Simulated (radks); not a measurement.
Task: Radial electron density D(r) = 4 pi r^2 rho(r) of an atom or ion with 39 electrons. Method: scalar-relativistic Kohn-Sham, Wu-Cohen GGA, spin-polarised, spherical densities, point nucleus; computed with a radial shooting solver on a logarithmic mesh with Libxc functionals.

r (bohr),D(r) (e/bohr),spin D(r)
0.003508,6.311,0.000860
0.004052,7.958,0.00108
0.004717,10.09,0.00136
0.005448,12.54,0.00168
0.006342,15.61,0.00208
0.007324,19.01,0.00250
0.008459,22.87,0.00296
0.009847,27.38,0.00347
0.01137,31.95,0.00393
0.01324,36.86,0.00434
0.01529,41.31,0.00459
0.01766,45.21,0.00460
0.02056,48.34,0.00426
0.02374,50.02,0.00352
0.02764,50.21,0.00225
0.03192,48.95,0.000653
0.03686,46.71,-0.00113
0.04291,44.11,-0.00280
0.04956,42.47,-0.00357
0.0577,42.73,-0.00269
0.06663,45.42,0.000526
0.07757,50.52,0.00713
0.08958,56.15,0.0167
0.1035,60.48,0.0296
0.1204,61.43,0.0468
0.1391,57.91,0.0669
0.1619,50.54,0.0933
0.187,42.90,0.124
0.216,37.91,0.159
0.2514,37.56,0.192
0.2904,41.03,0.208
0.338,45.03,0.192
0.3904,45.30,0.141
0.4545,39.97,0.0658
0.5249,31.00,0.00831
0.6062,21.44,0.00480
0.7057,13.95,0.0884
0.815,10.44,0.249
0.9488,9.480,0.472
1.096,9.322,0.688
1.265,8.568,0.866
1.473,6.861,0.994
1.701,4.898,1.06
1.981,3.111,1.08
2.287,1.968,1.05
2.642,1.294,0.945
3.075,0.8701,0.769
3.552,0.5823,0.558
4.135,0.3388,0.335
4.775,0.1714,0.171
5.559,0.06872,0.0687
6.42,0.02338,0.0234
7.414,0.006119,0.00612
8.632,0.001066,0.00107
9.968,0.0001430,0.000143

What is the nuclear charge?

Result: Z = 40. The innermost maximum, from 1s, lies near gamma/Z bohr with gamma = sqrt(1 - (Z/c)^2) = 0.956, here 0.0239 bohr (found: 0.0261), and its height grows with Z. The density is that of the zirconium ion Zr+ in [Kr] 4d2 5s1; the configuration itself is not fixed sharply by these data, and Z only to a few units. D(r) has 3 maxima, at r = 0.0261, 0.116, 0.366 bohr, and minima at 0.0528, 0.236 bohr, inside which lie 2.05, 11.09 electrons.
